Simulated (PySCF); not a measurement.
**Basis and Hamiltonian dependence of the ionisation energy of C⁺**

C⁺ [He] 2s2 2p1 (2P) → C²⁺ [He] 2s2 (1S). All values are computed (PySCF 2.14, energy differences of UHF-based or UKS calculations, no spin-orbit coupling). Values in eV.

```tsv
basis	Hamiltonian	functions	UHF	r2SCAN	PBE0	MP2 (valence)	CCSD(T) (valence)	CCSD(T) (valence and next inner shell)
cc-pVDZ	non-relativistic	14	24.189	n/a	24.880	24.240	24.063	n/a
Sapporo-DZP-2012	spin-free X2C	18	24.103	24.935	24.783	24.190	24.044	n/a
def2-TZVP	non-relativistic	31	24.170	25.003	n/a	24.372	24.234	n/a
def2-TZVPPD	non-relativistic	37	24.170	25.003	24.835	24.373	24.235	24.257
x2c-TZVPPall with one added diffuse shell each of s, p, d type	spin-free X2C	40	24.167	25.000	24.831	24.370	24.232	24.254
x2c-QZVPPall	spin-free X2C	57	24.169	25.008	24.835	24.416	24.277	24.319
aug-cc-pwCVTZ	non-relativistic	59	24.154	24.990	24.822	24.377	24.244	24.302
def2-QZVPPD	non-relativistic	63	24.173	25.011	24.838	24.420	24.280	24.322
dyall-av3z	non-relativistic	71	24.171	25.003	24.837	24.384	24.250	n/a
x2c-QZVPPall with one added diffuse shell each of s, p, d, f type	spin-free X2C	73	24.169	25.008	24.835	24.417	24.277	24.319
aug-cc-pCVTZ-DK with one added diffuse shell each of s, p, d, f type	spin-free X2C	75	24.149	24.988	24.820	24.368	24.236	24.279
dyall-acv3z	spin-free X2C	76	24.168	25.000	24.834	24.381	24.247	24.284
aug-cc-pVQZ	non-relativistic	80	24.170	25.005	24.835	24.416	24.276	n/a
aug-cc-pVQZ-DK	spin-free X2C	80	24.166	25.002	24.831	24.412	24.273	n/a
```

Frozen in the all-electron rows: valence: 1s2; valence and next inner shell: nothing.

Reference for a calculation without spin-orbit coupling: 24.378 eV (measured, between term centres; NIST).
